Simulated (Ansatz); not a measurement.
Total energies of Sn(vinyl)3(NMe2) (C₈H₁₅NSn) from Ansatz at CAM-B3LYP-D4/def2-TZVP, gas phase (1 Eh = 27.2114 eV = 2625.5 kJ/mol). The reference geometry is relaxed at PBE-D4/def2-SVP.

```xyz
25

Sn    0.071    0.169   -0.118
C    -0.738    1.452    1.430
C    -1.499    2.524    1.140
H    -0.520    1.216    2.488
H    -1.746    2.803    0.100
H    -1.915    3.183    1.926
C     2.201    0.457   -0.230
C     2.808    1.528    0.314
H     2.806   -0.297   -0.767
H     2.244    2.306    0.861
H     3.900    1.685    0.243
C    -0.887    0.633   -1.991
C    -0.235    1.280   -2.975
H    -1.946    0.351   -2.142
H     0.821    1.590   -2.877
H    -0.725    1.535   -3.934
N    -0.197   -1.860    0.236
C    -1.513   -2.431    0.041
C     0.521   -2.441    1.351
H    -1.437   -3.530   -0.145
H    -2.008   -1.990   -0.849
H    -2.210   -2.306    0.912
H     1.533   -1.993    1.445
H     0.010   -2.326    2.345
H     0.662   -3.538    1.197
```

| state | geometry | energy (Eh) |
| --- | --- | --- |
| charge 0 singlet | reference | -582.74770 |
| charge 1 doublet | reference | -582.47113 |
| free Sn atom (triplet) | – | -214.23564 |
| free C atom (triplet) | – | -37.83702 |
| free H atom (doublet) | – | -0.49881 |
| free N atom (quartet) | – | -54.58263 |

In the def2 sets Sn takes a core potential; there is no spin–orbit coupling. Single mean-field runs in def2-TZVP are fitted with def2-universal-jkfit.

Work out the vertical ionisation energy to the doublet.

E(charge 1 doublet) − E(charge 0 singlet) = -582.47113 − (-582.74770) = 0.27657 Eh = 7.53 eV. For comparison, −ε of the highest occupied level is 7.14 eV at this level, 0.39 eV less.

What is the binding energy per atom against free atoms?

Atoms: 1 × (-214.23564) + 8 × (-37.83702) + 15 × (-0.49881) + 1 × (-54.58263) = -578.99658 Eh. Binding: -578.99658 − (-582.74770) = 3.75112 Eh = 102.07 eV, or 4.08 eV for each of 25 atoms (no zero-point energy, no counterpoise term).
